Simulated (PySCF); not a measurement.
The same groups moved round the core (butadiene boryl). All species are isolated molecules in the gas phase. One relaxed conformer stands for each flexible species; it need not be the lowest. Strings in code marks are SMILES.

The LUMO from two functionals at the same geometries (B3LYP-D3(BJ)/def2-TZVP), both in PySCF: PBE-D3(BJ)/def2-TZVP and B3LYP-D3(BJ)/def2-TZVP. B3LYP has the VWN-RPA correlation part, as in Gaussian. 

```csv
species,PBE-D3(BJ)/def2-TZVP (eV),B3LYP-D3(BJ)/def2-TZVP (eV)
`BC(=C)C=C`,-3.05,-2.27
`C(/C=C)=C\B`,-3.26,-2.54
`B/C=C\C=C`,-3.25,-2.53
```

Over these rows, drawn at random from the members with no instability flagged (it was tested for open shells, ions and some series alone), PBE minus B3LYP-D3(BJ): mean -0.74 eV, from -0.78 eV to -0.72 eV.
